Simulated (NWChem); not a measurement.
System: boric acid (H3BO3); SMILES B(O)(O)O

NWChem printed, in part:

```
             Northwest Computational Chemistry Package (NWChem) 7.3.0
             --------------------------------------------------------

                             Geometry "geometry" -> ""
                             -------------------------

 Output coordinates in angstroms (scale by  1.889725989 to convert to a.u.)

  No.       Tag          Charge          X              Y              Z
 ---- ---------------- ---------- -------------- -------------- --------------
    1 O                    8.0000    -0.96012100     0.99940900     0.00000000
    2 B                    5.0000    -0.03793800     0.00181200     0.00000000
    3 O                    8.0000     1.29305300     0.34405200     0.00000000
    4 O                    8.0000    -0.51465600    -1.27763800     0.00000000
    5 H                    1.0000    -0.53473800     1.86148000     0.00000000
    6 H                    1.0000     1.90797300    -0.39247200     0.00000000
    7 H                    1.0000     0.15847700    -1.96023500     0.00000000

 Effective nuclear repulsion energy (a.u.)     116.3487909799

  xc_inp: hfexch multiplicative factor not found.
                              NWChem Property Module
                              ----------------------

  itol2e modified to match energy
  convergence criterion.

                                 NWChem DFT Module
                                 -----------------

 Summary of "ao basis" -> "ao basis" (spherical)
 ------------------------------------------------------------------------------
       Tag                 Description            Shells   Functions and Types
 ---------------- ------------------------------  ------  ---------------------
 O                          def2-svp                 6       14   3s2p1d
 B                          def2-svp                 6       14   3s2p1d
 H                          def2-svp                 3        5   2s1p

  itol2e modified to match energy
  convergence criterion.

            General Information
            -------------------
          SCF calculation type: DFT
          Wavefunction type:  closed shell.
          No. of atoms     :     7
          No. of electrons :    32
           Alpha electrons :    16
            Beta electrons :    16
          Charge           :     0
          Spin multiplicity:     1
          Use of symmetry is: off; symmetry adaption is: off
          Maximum number of iterations: 150
          AO basis - number of functions:    71
                     number of shells:    33
          Convergence on energy requested:  1.00D-07
          Convergence on density requested:  1.00D-05
          Convergence on gradient requested:  5.00D-04

              XC Information
              --------------
                     Hartree-Fock (Exact) Exchange  1.000

      Superposition of Atomic Density Guess
      -------------------------------------

 Sum of atomic energies:        -250.07529330

      Non-variational initial energy
      ------------------------------

 Total energy =    -251.612756
 1-e energy   =    -573.054677
 2-e energy   =     205.093130
 HOMO         =      -0.490815
 LUMO         =       0.053899

   convergence    iter        energy       DeltaE   RMS-Dens  Diis-err
 ---------------- ----- ----------------- --------- --------- ---------
 d= 0,ls=0.0,diis     1   -250.8960275675 -3.67D+02  9.06D-03  9.36D-01
 d= 0,ls=0.0,diis     2   -250.9742159546 -7.82D-02  3.05D-03  2.27D-01
 d= 0,ls=0.0,diis     3   -250.9941503117 -1.99D-02  6.68D-04  4.46D-03
 d= 0,ls=0.0,diis     4   -250.9948131398 -6.63D-04  1.60D-04  1.47D-04
 d= 0,ls=0.0,diis     5   -250.9948397624 -2.66D-05  4.45D-05  1.13D-05
  Resetting Diis
 d= 0,ls=0.0,diis     6   -250.9948414667 -1.70D-06  1.66D-05  2.19D-06
 d= 0,ls=0.0,diis     7   -250.9948417606 -2.94D-07  2.88D-06  4.44D-08
 d= 0,ls=0.0,diis     8   -250.9948417706 -9.96D-09  1.32D-06  7.83D-09

[...]

          -----------------------------------------
          Chemical Shielding Tensors (GIAO, in ppm)
          -----------------------------------------

                                NWChem CPHF Module
                                ------------------

  scftype          =     RHF
  nclosed          =       16
  nopen            =        0
  variables        =      880
  # of vectors     =        3
  tolerance        = 0.10D-03
  level shift      = 0.00D+00
  max iterations   =       50
  max subspace     =       30

 SCF residual:    6.2558102019886469E-005

Iterative solution of linear equations
  No. of variables      880
  No. of equations        3
  Maximum subspace       30
        Iterations       50
       Convergence  1.0D-04

   iter   nsub   residual    time
   ----  ------  --------  ---------
     1      3    8.61D-01      11.8
     2      6    1.32D-01      12.2
     3      9    2.05D-02      12.6
     4     12    3.21D-03      13.0
     5     15    4.21D-04      13.4
     6     18    8.96D-05      13.8

      Atom:    1  O
        Diamagnetic
    380.6031     -9.2272     -0.0000
     -9.2272    400.8181      0.0000
     -0.0000      0.0000    361.1702

        Paramagnetic
   -114.4172    -39.7456      0.0000
    -39.7456   -119.6847      0.0000
      0.0000      0.0000    -46.8054

        Total Shielding Tensor
    266.1860    -48.9728      0.0000
    -48.9728    281.1334      0.0000
      0.0000      0.0000    314.3648

           isotropic =     287.2280
          anisotropy =      53.9572

          Principal Components and Axis System
                 1           2           3
              323.1995    314.3648    224.1199

      1        -0.6516      0.0000      0.7586
      2         0.7586      0.0000      0.6516
      3         0.0000      1.0000      0.0000

      Atom:    2  B
        Diamagnetic
    208.9648      0.0748     -0.0000
      0.0748    209.3245      0.0000
     -0.0000      0.0000    190.0107

        Paramagnetic
   -109.1006     -2.8945      0.0000
     -2.8945   -103.4008      0.0000
      0.0000      0.0000    -83.0425

        Total Shielding Tensor
     99.8643     -2.8197      0.0000
     -2.8197    105.9237      0.0000
      0.0000      0.0000    106.9682

           isotropic =     104.2521
          anisotropy =       4.1711

          Principal Components and Axis System
                 1           2           3
              107.0328    106.9682     98.7552

      1        -0.3660      0.0000      0.9306
      2         0.9306      0.0000      0.3660
      3         0.0000      1.0000      0.0000

      Atom:    3  O
        Diamagnetic
    404.9211     -4.5758      0.0000
     -4.5758    379.9388      0.0000
      0.0000      0.0000    363.8537

        Paramagnetic
    -80.6263     22.3296     -0.0000
     22.3296   -138.5040     -0.0000
     -0.0000     -0.0000    -69.5082

        Total Shielding Tensor
    324.2948     17.7538     -0.0000
     17.7538    241.4348     -0.0000
     -0.0000     -0.0000    294.3455

           isotropic =     286.6917
          anisotropy =      61.8703

          Principal Components and Axis System
                 1           2           3
              327.9386    294.3455    237.7910

      1         0.9796      0.0000     -0.2010
      2         0.2010      0.0000      0.9796
      3         0.0000      1.0000      0.0000

      Atom:    4  O
        Diamagnetic
    377.3513     -0.8790      0.0000
     -0.8790    404.8470     -0.0000
      0.0000     -0.0000    361.7731

        Paramagnetic
   -132.2422     28.9932     -0.0000
     28.9932    -90.9036     -0.0000
     -0.0000     -0.0000    -56.7290

        Total Shielding Tensor
    245.1090     28.1142     -0.0000
     28.1142    313.9434     -0.0000
     -0.0000     -0.0000    305.0441

           isotropic =     288.0322
          anisotropy =      53.9016

          Principal Components and Axis System
                 1           2           3
              323.9666    305.0441    235.0858

      1         0.3358      0.0000      0.9419
      2         0.9419      0.0000     -0.3358
      3        -0.0000      1.0000      0.0000

      Atom:    5  H
        Diamagnetic
     26.0394      3.2228     -0.0000
      3.2228     45.2991      0.0000
     -0.0000      0.0000     20.2237

        Paramagnetic
     -0.0193     -0.3217      0.0000
     -0.3217     -5.6279      0.0000
      0.0000      0.0000      1.2462

        Total Shielding Tensor
     26.0201      2.9011      0.0000
      2.9011     39.6712      0.0000
      0.0000      0.0000     21.4699

           isotropic =      29.0537
          anisotropy =      16.8126

          Principal Components and Axis System
                 1           2           3
               40.2621     25.4292     21.4699

      1         0.1996      0.9799      0.0000
      2         0.9799     -0.1996      0.0000
      3         0.0000      0.0000      1.0000

      Atom:    6  H
        Diamagnetic
     38.9421    -10.0451      0.0000
    -10.0451     33.3782      0.0000
      0.0000      0.0000     20.7778

        Paramagnetic
     -3.1283      2.2462     -0.0000
      2.2462     -2.3559      0.0000
     -0.0000      0.0000      1.6031

        Total Shielding Tensor
     35.8139     -7.7990     -0.0000
     -7.7990     31.0223      0.0000
     -0.0000      0.0000     22.3810

           isotropic =      29.7390
          anisotropy =      17.7565

          Principal Components and Axis System
                 1           2           3
               41.5767     25.2594     22.3810

      1         0.8043      0.5943      0.0000
      2        -0.5943      0.8043      0.0000
      3         0.0000      0.0000      1.0000

      Atom:    7  H
        Diamagnetic
     31.0063     -8.9559      0.0000
     -8.9559     41.1209     -0.0000
      0.0000     -0.0000     20.6105

[...]
```

Level: Hartree-Fock/def2-SVP, GIAO. The geometry was optimised at PBE0/def2-SVP. The printed shielding anisotropy is the first printed principal value minus the mean of the other two.

Write an input that gives this output.

Several could match; the one computed here: the input that was run:
```
start job
memory heap 200 mb stack 900 mb global 1100 mb
geometry units angstroms noautosym nocenter noautoz
  O     -0.960121     0.999409     0.000000
  B     -0.037938     0.001812     0.000000
  O      1.293053     0.344052     0.000000
  O     -0.514656    -1.277638     0.000000
  H     -0.534738     1.861480     0.000000
  H      1.907973    -0.392472     0.000000
  H      0.158477    -1.960235     0.000000
end
basis spherical
  * library def2-svp
end
dft
  xc hfexch
  iterations 150
end
property
  shielding
end
task dft property
```
